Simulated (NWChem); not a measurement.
Species: C₃H₄BNO; SMILES N1=CC=CB1O

```xyz
10

O      0.1185    -2.0802     0.0000
B      0.0524    -0.7424     0.0000
C      1.2633     0.2862     0.0000
C      0.6400     1.4760     0.0000
C     -0.8521     1.2374     0.0000
N     -1.2309     0.0176     0.0000
H     -0.7674    -2.4661     0.0000
H      2.3453     0.1471     0.0000
H      1.0892     2.4742     0.0000
H     -1.5676     2.0774     0.0000
```
Atoms are numbered in this order, from 1.

The geometry was optimised at PBE0/def2-SVP.

Symmetry labels are those of Cs in the frame above (b1 and b2, or b-type labels, depend on it).

**Question.** List the 6 lowest vertical singlet excitations from PBE0/6-31+G* (spherical d), full TDDFT (NWChem).

**Answer.** 
| state | energy (eV) | oscillator strength | symmetry | leading excitation (squared amplitude) |
|---|---|---|---|---|
| S1 | 3.19 | 0.001 | a" | HOMO → LUMO (0.99) |
| S2 | 3.84 | 0.022 | a' | HOMO−1 → LUMO (0.99) |
| S3 | 5.46 | 0.000 | a" | HOMO−2 → LUMO (0.99) |
| S4 | 6.44 | 0.000 | a" | HOMO−4 → LUMO (0.98) |
| S5 | 6.65 | 0.042 | a' | HOMO → LUMO+1 (0.48) |
| S6 | 6.74 | 0.006 | a" | HOMO−1 → LUMO+1 (0.88) |
